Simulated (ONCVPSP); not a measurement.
# Cutoff test, antimony (Sb), ONCV

```json
{"Element": "antimony", "Generator": "ONCVPSP 4.0.1", "Type": "optimised norm-conserving Vanderbilt (ONCV)", "Functional": "PBE", "Relativity": "scalar-relativistic", "Frozen core": "[Kr]", "Valence charge": "15", "Reference configuration": "4d10 5s2 5p1 (charge +2)", "Partial waves": "5s: rc 2.00 bohr, ncon 3, nbas 7, qcut 3.6 1/bohr, 2 projectors, debl 1.1 Ha; 5p: rc 1.85 bohr, ncon 3, nbas 7, qcut 4.2 1/bohr, 2 projectors, debl 1.2 Ha; 4d: rc 1.50 bohr, ncon 5, nbas 9, qcut 10.1 1/bohr, 2 projectors, debl 1 Ha", "Local potential": "polynomial inside 1.45 bohr (lpopt 5, dvloc0 0 Ha)", "Core correction": "Teter function, fcfact 4, rcfact 1.65"}
```

In the d channel the program set the typed energies aside and used -1.906, 0.250 Ha.

Task: For each optimised wave give the share of its norm inside rc, the residual kinetic energy above qcut (Ha) and the cutoffs (Ha) for errors of 10, 1, 0.1 and 0.01 mHa per electron.

Result:

| wave | norm inside rc | residual KE | 10 mHa | 1 mHa | 0.1 mHa | 0.01 mHa |
| --- | --- | --- | --- | --- | --- | --- |
| 5s | 0.487 | 1.0e-03 | 4.7 | 7.0 | 30.3 | 52.1 |
| s projector 2 | 0.129 | 1.1e-03 | 4.9 | 6.9 | 17.8 | 49.1 |
| 5p | 0.220 | 1.1e-04 | 4.0 | 6.8 | 9.4 | 46.8 |
| p projector 2 | 0.128 | 2.9e-03 | 5.4 | 34.0 | 68.9 | not reached |
| 4d | 0.875 | 1.3e-05 | 33.6 | 40.7 | 46.2 | 54.1 |
| d projector 2 | 0.034 | 4.1e-06 | 25.8 | 35.3 | 42.7 | 48.6 |

The occupied waves need 41 Ha and 46 Ha for 1 and 0.1 mHa. Note: ghosts flagged at negative energy: s at -45.2 eV; GHOST(+) flagged for p at 47.8 eV. A true bound ghost makes a file unfit for plane-wave use.
